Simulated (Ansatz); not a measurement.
The molecule NH+, multiplicity 2 (the spin of the measured ground state, though multiplicity 4 came lower at CCSD(T)/def2-TZVPP on PBE0 minima). The T1 diagnostic near the minimum is 0.108, so single-reference values are doubtful.

Seven points along R, fitted to fifth degree in 1/R; most abundant isotopes. In def2 and cc sets the state is the lowest found near the PBE0 minimum, followed along R.

Run with Ansatz (Gaussian basis) for Hartree–Fock, density functionals and correlated methods. Each number belongs to the level named beside it.

Energies at wB97X-V/def2-TZVPP:

```csv
R (Å),E (hartree)
1.003975,-54.72380234
1.030964,-54.72609041
1.055793,-54.72720423
1.083861,-54.72749251
1.111929,-54.72691040
1.144316,-54.72534295
1.182100,-54.72253641
```

**Question.** With a reduced mass of 0.9402 u, find the minimum, the force constant and the constants.

**Answer.** A fifth-degree polynomial in 1/R puts the minimum at r_e = 1.0784 Å with force constant 497 N/m. Then ω_e = (1/2πc)√(k/μ) = 2997 cm⁻¹ and B_e = h/(8π²cμr_e²) = 15.42 cm⁻¹; the cubic and quartic terms give α_e = 0.60 and ω_e x_e = 70 cm⁻¹.

Doubts at one or more of the structures used: a spin-contaminated determinant (wB97X-V/def2-TZVPP).

Ansatz is a program for electronic structure.
